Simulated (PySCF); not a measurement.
## Calculated data, C2H6Ge, C2H6GeO, CH7GeN, CH6GeO and others

Calculation on a computer-drawn molecule: optimised geometry and harmonic frequencies of an isolated molecule of the commonest isotopes, restricted reference for singlets and unrestricted otherwise, frozen core in MP2; on germanium a core potential holds 10 electrons, which the energies leave out, and 3d is frozen in MP2 and coupled-cluster steps. Program: PySCF 2.14.0.

Common to all runs: charge 0; multiplicity 1; method HF; basis cc-pVDZ; basis and core potential on germanium cc-pVDZ-PP ECP10MDF.

(1) C2H6Ge

Start structure:
```xyz
9
C2H6Ge
C     -0.6209     0.1898     0.0288
C     -0.3673    -0.6250    -1.2256
Ge    -0.5501    -0.1169    -2.8908
H     -1.2558     1.0179    -0.2814
H      0.2636     0.6031     0.4440
H     -1.1875    -0.4167     0.6907
H      0.3998    -1.4142    -0.9678
H     -0.5311    -1.2217    -3.9530
H     -1.7100     0.7471    -3.1778
```

| Item | Value |
| --- | --- |
| rotational constants | 36.46, 3.772, 3.492 GHz |
| total energy | -372.5359 hartree |
| convergence status largest gradient component | 1.664e-05 hartree/bohr |

Drawn bonds:
| atom | other atom | order |
| --- | --- | --- |
| 1 | 2 | 1 |
| 2 | 3 | 2 |
| 1 | 4 | 1 |
| 1 | 5 | 1 |
| 1 | 6 | 1 |
| 2 | 7 | 1 |
| 3 | 8 | 1 |
| 3 | 9 | 1 |

Optimised structure:
```xyz
9
C2H6Ge
C     -0.6300     0.2125     0.0150
C     -0.2796    -0.5981    -1.2043
Ge    -0.7963    -0.3063    -2.8673
H     -1.2766     1.0588    -0.2234
H      0.2708     0.6068     0.4960
H     -1.1465    -0.4018     0.7594
H      0.3630    -1.4573    -1.0376
H     -0.3688    -1.2057    -4.0119
H     -1.6954     0.8544    -3.2587
```

Modes:
| frequency (cm⁻¹) | reduced mass (dalton) |
| --- | --- |
| 219.1 | 1.191 |
| 260.8 | 2.276 |
| 391.5 | 1.274 |
| 470.4 | 1.061 |
| 584 | 1.32 |
| 781 | 2.964 |
| 851.3 | 1.081 |
| 925.8 | 1.031 |
| 1073 | 1.22 |
| 1120 | 1.364 |
| 1195 | 2.463 |
| 1434 | 1.674 |
| 1519 | 1.258 |
| 1575 | 1.045 |
| 1596 | 1.064 |
| 2277 | 1.022 |
| 2288 | 1.018 |
| 3156 | 1.038 |
| 3208 | 1.102 |
| 3246 | 1.101 |
| 3317 | 1.087 |

(2) C2H6GeO

Start structure:
```xyz
10
C2H6GeO
C      1.2301     1.9687     1.6414
C      0.3088     0.9165     1.1616
O     -0.4197     1.1718     0.0810
Ge     0.5420    -0.9430     1.4878
H      1.7762     2.4661     0.8684
H      0.6104     2.7279     2.1468
H      1.8817     1.5236     2.3831
H     -0.1196     2.0967    -0.3422
H     -0.8392    -1.4865     1.3234
H      0.6282    -0.8886     3.0262
```

| Property | Result |
| --- | --- |
| rotational constants | 9.453, 2.668, 2.139 GHz |
| total energy | -447.3946 hartree |
| convergence status largest gradient component | 2.116e-05 hartree/bohr |

Drawn bonds:
| atom | other atom | order |
| --- | --- | --- |
| 1 | 2 | 1 |
| 2 | 3 | 1 |
| 2 | 4 | 2 |
| 1 | 5 | 1 |
| 1 | 6 | 1 |
| 1 | 7 | 1 |
| 3 | 8 | 1 |
| 4 | 9 | 1 |
| 4 | 10 | 1 |

Optimised structure:
```xyz
10
C2H6GeO
C      1.2178     1.9550     1.6457
C      0.3320     0.8902     1.0777
O     -0.3765     1.2571     0.0461
Ge     0.5418    -0.9947     1.5246
H      1.8134     2.4304     0.8586
H      0.5776     2.7206     2.0967
H      1.8807     1.5597     2.4099
H     -0.1700     2.1370    -0.2508
H     -0.8903    -1.5476     1.2993
H      0.6725    -0.8543     3.0697
```

Modes:
| frequency (cm⁻¹) | reduced mass (dalton) |
| --- | --- |
| 149.9 | 1.146 |
| 213 | 2.242 |
| 250.5 | 3.578 |
| 303.6 | 1.07 |
| 410 | 1.793 |
| 535.5 | 2.353 |
| 604.7 | 1.739 |
| 654.7 | 1.284 |
| 677.9 | 1.11 |
| 929.5 | 1.078 |
| 1057 | 1.837 |
| 1085 | 1.63 |
| 1158 | 1.675 |
| 1448 | 3.24 |
| 1490 | 1.443 |
| 1507 | 1.511 |
| 1568 | 1.089 |
| 1577 | 1.083 |
| 2093 | 1.02 |
| 2118 | 1.022 |
| 3157 | 1.042 |
| 3223 | 1.101 |
| 3319 | 1.099 |
| 4047 | 1.066 |

(3) CH7GeN

Start structure:
```xyz
10
CH7GeN
C     -1.4504    -0.3052    -0.4156
N     -0.7106     1.0110    -0.4863
Ge    -0.9351     2.0444    -1.9715
H     -0.8081    -1.0658    -1.0263
H     -2.3614    -0.2267    -0.8554
H     -1.4453    -0.7059     0.6311
H      0.1708     0.9635    -0.1225
H     -0.2066     3.2901    -1.6100
H     -0.3921     1.5303    -3.2348
H     -2.4201     2.3620    -2.0962
```

| Item | Value |
| --- | --- |
| rotational constants | 27.53, 3.731, 3.516 GHz |
| total energy | -389.7581 hartree |
| convergence status largest gradient component | 2.49e-05 hartree/bohr |

Drawn bonds:
| atom | other atom | order |
| --- | --- | --- |
| 1 | 2 | 1 |
| 2 | 3 | 1 |
| 1 | 4 | 1 |
| 1 | 5 | 1 |
| 1 | 6 | 1 |
| 2 | 7 | 1 |
| 3 | 8 | 1 |
| 3 | 9 | 1 |
| 3 | 10 | 1 |

Optimised structure:
```xyz
10
CH7GeN
C     -1.3753    -0.3193    -0.4435
N     -0.7814     1.0062    -0.4476
Ge    -0.9336     2.0797    -1.9337
H     -0.8798    -1.0401    -1.1078
H     -2.4220    -0.2552    -0.7501
H     -1.3637    -0.7341     0.5674
H      0.1489     0.9918    -0.0691
H     -0.1648     3.3691    -1.6379
H     -0.3662     1.4336    -3.2121
H     -2.4211     2.3658    -2.1531
```

Modes:
| frequency (cm⁻¹) | reduced mass (dalton) |
| --- | --- |
| 131.8 | 1.185 |
| 174.1 | 1.208 |
| 244.5 | 2.333 |
| 561.8 | 1.537 |
| 624.3 | 1.442 |
| 682.8 | 1.193 |
| 742.9 | 1.554 |
| 934.9 | 1.033 |
| 954.3 | 1.034 |
| 975.8 | 1.023 |
| 1163 | 1.583 |
| 1205 | 2.355 |
| 1233 | 1.305 |
| 1517 | 1.308 |
| 1572 | 1.166 |
| 1595 | 1.051 |
| 1617 | 1.039 |
| 2178 | 1.022 |
| 2230 | 1.024 |
| 2244 | 1.013 |
| 3127 | 1.05 |
| 3204 | 1.086 |
| 3240 | 1.104 |
| 3770 | 1.075 |

(4) CH6GeO

Start structure:
```xyz
9
CH6GeO
C     -1.6402     0.0339     0.2871
O     -0.8000    -0.5825     1.2089
Ge     0.3759    -1.8533     0.9372
H     -2.2432     0.7524     0.7820
H     -2.2240    -0.6530    -0.4021
H     -0.9874     0.6741    -0.2997
H     -0.1530    -2.9470     0.2071
H      1.5061    -1.2288     0.1249
H      0.8298    -2.0735     2.3125
```

| Item | Value |
| --- | --- |
| total energy | — |
| rotational constants | — |

Drawn bonds:
| atom | other atom | order |
| --- | --- | --- |
| 1 | 2 | 1 |
| 2 | 3 | 1 |
| 1 | 4 | 1 |
| 1 | 5 | 1 |
| 1 | 6 | 1 |
| 3 | 7 | 1 |
| 3 | 8 | 1 |
| 3 | 9 | 1 |

(5) CH4GeO2

Start structure:
```xyz
8
CH4GeO2
C      1.9261     1.2976     2.7870
O      1.4275     0.6239     1.7383
Ge     2.1958     0.2023     0.1640
O      1.5082    -0.5314    -0.9640
H      2.9574     1.6269     2.7670
H      1.2596     2.2183     2.8959
H      1.7996     0.6762     3.6616
H      3.6756     0.6451     0.3202
```

| Quantity | Value |
| --- | --- |
| rotational constants | — |
| total energy | — |

Drawn bonds:
| atom | other atom | order |
| --- | --- | --- |
| 1 | 2 | 1 |
| 2 | 3 | 1 |
| 3 | 4 | 2 |
| 1 | 5 | 1 |
| 1 | 6 | 1 |
| 1 | 7 | 1 |
| 3 | 8 | 1 |

Questions
1. Estimate the total energy of CH6GeO (entry 4).
2. Give the missing rotational constants for CH6GeO (entry 4).
3. Give the missing rotational constants for CH4GeO2 (entry 5).
4. CH4GeO2 (entry 5): total energy?

## Answers
1. -409.5962 hartree
2. 31.77, 3.904, 3.72 GHz
3. 25.18, 2.824, 2.581 GHz
4. -483.2594 hartree

Further results for CH6GeO (entry 4):

| Item | Value |
| --- | --- |
| convergence status largest gradient component | 1.561e-05 hartree/bohr |

Optimised structure:
```xyz
9
CH6GeO
C     -1.5951     0.0579     0.2740
O     -0.8763    -0.5746     1.2915
Ge     0.3856    -1.7822     0.9576
H     -2.3064     0.7453     0.7334
H     -2.1591    -0.6565    -0.3372
H     -0.9438     0.6370    -0.3911
H     -0.2338    -2.9611     0.1991
H      1.4856    -1.1387     0.1062
H      0.9072    -2.2047     2.3244
```

Modes:
| frequency (cm⁻¹) | reduced mass (dalton) |
| --- | --- |
| 110.8 | 1.178 |
| 125.3 | 1.263 |
| 236.5 | 2.944 |
| 651.1 | 3.48 |
| 687.7 | 1.129 |
| 712.2 | 1.383 |
| 942.9 | 1.054 |
| 944.3 | 1.023 |
| 962 | 1.029 |
| 1219 | 6.021 |
| 1268 | 1.276 |
| 1297 | 1.384 |
| 1594 | 1.142 |
| 1602 | 1.051 |
| 1603 | 1.045 |
| 2217 | 1.024 |
| 2235 | 1.018 |
| 2277 | 1.017 |
| 3139 | 1.036 |
| 3194 | 1.106 |
| 3253 | 1.1 |

Further results for CH4GeO2 (entry 5):

| Quantity | Value |
| --- | --- |
| convergence status largest gradient component | 7.51e-06 hartree/bohr |

Optimised structure:
```xyz
8
CH4GeO2
C      1.8978     1.3105     2.7922
O      1.3623     0.6293     1.6849
Ge     2.2152     0.2063     0.2292
O      1.5351    -0.5771    -1.0032
H      2.9536     1.5668     2.6559
H      1.3365     2.2310     2.9528
H      1.8062     0.6821     3.6782
H      3.6432     0.7101     0.3800
```

Modes:
| frequency (cm⁻¹) | reduced mass (dalton) |
| --- | --- |
| 82.9 | 1.547 |
| 108.7 | 2.171 |
| 195.4 | 5.035 |
| 333.4 | 5.661 |
| 552.7 | 1.207 |
| 687.5 | 6.649 |
| 841 | 1.074 |
| 1058 | 17.99 |
| 1199 | 5.865 |
| 1269 | 1.257 |
| 1299 | 1.457 |
| 1594 | 1.136 |
| 1594 | 1.047 |
| 1611 | 1.046 |
| 2279 | 1.021 |
| 3165 | 1.039 |
| 3248 | 1.096 |
| 3278 | 1.109 |
